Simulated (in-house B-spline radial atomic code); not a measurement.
# RPA and G0W0 on PBE0: the beryllium ion Be⁺

Configuration [He] 2s1, highest spin, mean-field start PBE0. Computed with an all-electron radial atomic-structure program (B-spline basis): all electrons, scalar-relativistic (spin-free one-electron X2C), finite nucleus, each spin shell either full or empty, empty states to l = 9 with an (l + 1/2)⁻⁴ tail; G0W0 by contour deformation at full frequency.

RPA overbinds a lone outer s electron by self-correlation, and G0W0 tends to as well.

Command:
```bash
python run_gw.py task.json out
```
Settings (radii: box in bohr, nucleus in fm):
```
Z                        4
electrons                3
configuration            [He] 2s1
hamiltonian              x2c
method                   pbe0
lmax                     9
rms_radius               2.519
spin_polarised           True
box_radius               23.78
intervals                73
ion_configuration        1s2
```

Run time, properties included: 2.3 s on 1 thread of Arm Neoverse N1, on a shared host.

Energies (hartree):

```tsv
term	value
mean-field total	-14.30952
Hartree-Fock functional on these orbitals	-14.27882
direct second order	-0.12712
second-order exchange	0.077986
SOSEX correction	0.068089
```

(1) What is the RPA correlation energy, and what remains with SOSEX?

Quasi-particle levels (eV):

```tsv
level	occupied	mean field	Σx - vxc	Σc	QP weight	G0W0
2s up	yes	-15.484	-2.65	?	?	?
2s down	no	-9.518	2.33	-1.78	0.898	-8.968
```

G0W0 = mean field + (Σx - vxc) + Σc, with Σc (partial-wave tail included) taken at the quasi-particle energy. Levels of low weight are left out.

(2) Where does G0W0 put 2s up?

(3) What does it cost to remove one electron (to 1s2) by differences of total energies, each species on its own start (correlation terms add to the Hartree-Fock functional)?

Answers

(1) RPA gives -0.11378 hartree (-1.03 eV per electron); RPA + SOSEX gives -0.045689, and the second-order doubles -0.049135 hartree (no singles). SOSEX takes back 60 % of the RPA value.

(2) At -18.900 eV, with Σc = -0.76 eV and a quasi-particle weight of 0.933. The tabulated removal energy is 18.211 eV (NIST, measured).

(3) PBE0 18.460 eV, Hartree-Fock functional 18.119 eV, + RPA 18.875 eV, + RPA + SOSEX 18.193 eV, + second order 18.207 eV. Tabulated: 18.211 eV (NIST, measured).
